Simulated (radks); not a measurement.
The numbers below are computed, except where a source is named.
Species: Fe3+. Configuration: [Ar] 3d4 7d1 (not the ground configuration). Code: a radial shooting solver on a logarithmic mesh with Libxc functionals. Model: non-relativistic Kohn-Sham, PBE, spin-unpolarised, spherical densities, point nucleus.

Unscreened Slater integrals over Kohn-Sham orbitals (eV).

integral      value
F0(7d,7d)    1.7886
F2(7d,7d)   0.93863
F4(7d,7d)   0.66591
F0(7d,3d)    2.7591
F2(7d,3d)   0.22193
F4(7d,3d)   0.10382
G0(7d,3d)  0.080047
G2(7d,3d)  0.095171
G4(7d,3d)  0.072946
F0(7d,3p)    2.7689
F2(7d,3p)   0.20279
G1(7d,3p)  0.073477
G3(7d,3p)  0.064971
F0(7d,3s)    2.7733
G2(7d,3s)  0.068617
F0(3d,3d)    27.144
F2(3d,3d)    12.920
F4(3d,3d)    8.1123
F0(3d,3p)    28.176
F2(3d,3p)    13.582
G1(3d,3p)    16.704
G3(3d,3p)    10.258
F0(3d,3s)    28.633
G2(3d,3s)    12.770
F0(3p,3p)    29.506
F2(3p,3p)    14.852
F0(3p,3s)    29.982
G1(3p,3s)    19.924
F0(3s,3s)    30.503

Derived for the open shells (J is the average intra-shell exchange parameter used in DFT+U). 3d: Racah B = F2/49 - 5 F4/441 = 0.1717 eV, C = 35 F4/441 = 0.6438 eV, C/B = 3.75, F4/F2 = 0.628, J = (F2 + F4)/14 = 1.502 eV. 7d: Racah B = F2/49 - 5 F4/441 = 0.01161 eV, C = 35 F4/441 = 0.05285 eV, C/B = 4.55, F4/F2 = 0.709, J = (F2 + F4)/14 = 0.1146 eV.
